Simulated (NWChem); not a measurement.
# C₂HF₂, doublet; SMILES FC(F)=[CH]

```xyz
5

C     -0.8721    -1.1350     0.0000
C     -0.0934    -0.0796     0.0000
F     -0.5154     1.1612     0.0000
F      1.2228    -0.1075     0.0000
H     -0.8045    -2.2160     0.0000
```
Atoms are numbered in this order, from 1.

Level: PBE0/def2-SVP, spin-unrestricted (NWChem), optimised geometry, unscaled harmonic frequencies. In the optimisation the excess spin sits in a' (Cs, its own frame).

Problem. List the harmonic frequencies with IR intensities, and the thermochemistry.

Solution. 
| frequency (cm⁻¹) | IR intensity (km/mol) |
|---|---|
| 423 | 10.5 |
| 562 | 5.5 |
| 578 | 86.9 |
| 636 | 0.9 |
| 743 | 31.5 |
| 1001 | 67.5 |
| 1319 | 273.2 |
| 1807 | 263.3 |
| 3367 | 40.9 |

- zero-point energy = 14.9 kcal/mol
- thermal correction to the enthalpy at 298.15 K (with zero-point energy) = 17.9 kcal/mol
- heat capacity Cv = 11.8 cal/(mol K)
- entropy at 298.15 K and 1 atm (symmetry number 1, electronic part: spin degeneracy alone) = 66.0 cal/(mol K)
- dipole moment = 1.12 D

Rigid rotor and harmonic oscillator.
